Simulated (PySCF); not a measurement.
formate (CHO2), SMILES C([O-])=O, charge -1.

The structure is a stationary point at PBE0-D3(BJ)/def2-TZVPD.

Computed with ωB97X/def2-TZVPD in PySCF.

Symmetry labels are those of the subgroup C2v that the program uses (full group C2v).

Computed valence orbital energies around the gap with their symmetry:
| orbital | symmetry | energy (eV) |
|---|---|---|
| HOMO−7 | B2 | -23.35 |
| HOMO−6 | A1 | -12.33 |
| HOMO−5 | A1 | -9.44 |
| HOMO−4 | B2 | -8.43 |
| HOMO−3 | B1 | -8.14 |
| HOMO−2 | A2 | -4.12 |
| HOMO−1 | B2 | -3.90 |
| HOMO | A1 | -3.64 |
| LUMO | A1 | 6.01 |
| LUMO+1 | B2 | 6.72 |
| LUMO+2 | A1 | 6.96 |
| LUMO+3 | B1 | 7.43 |
